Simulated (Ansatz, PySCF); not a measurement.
Ways to break one bond of CCCCCSC:

A. CCCCCSC → CCCCC[S] + [CH3] (CH3)
B. CCCCCSC -> C[CH]CCCSC + H atom
C. CCCCCSC → [CH3] (CH3) + [CH2]CCCSC

Quantity: bond dissociation energy (enthalpy at 298 K, with B3LYP-D3(BJ) rigid-rotor harmonic-oscillator terms from PySCF), kcal/mol. Geometries: B3LYP-D3(BJ)/def2-TZVP minima from Ansatz (a program for electronic structure), one conformer each, not searched for the lowest. Correlated levels leave the core frozen unless marked. UHF or UKS for open shells. No spin-orbit coupling. No relativistic terms. CBS(X,Y): correlation extrapolated as X^-3; Hartree-Fock from the larger set. The bracket is a focal-point correction in the basis named.

|  | B3LYP/def2-TZVPD (Ansatz) | wB97M-V/def2-TZVPD (Ansatz) | MP2/6-31G (Ansatz) | RI-MP2/CBS(cc-pV(T+d)Z,cc-pV(Q+d)Z)+[CCSD(T)-MP2]/cc-pV(T+d)Z (Ansatz) |
|---|---|---|---|---|
| A | 65.3 | 73.6 | 54.1 | 73.8 |
| B | 95.4 | 98.2 | 87.8 | 99.8 |
| C | 82.0 | 90.3 | 82.3 | 90.3 |
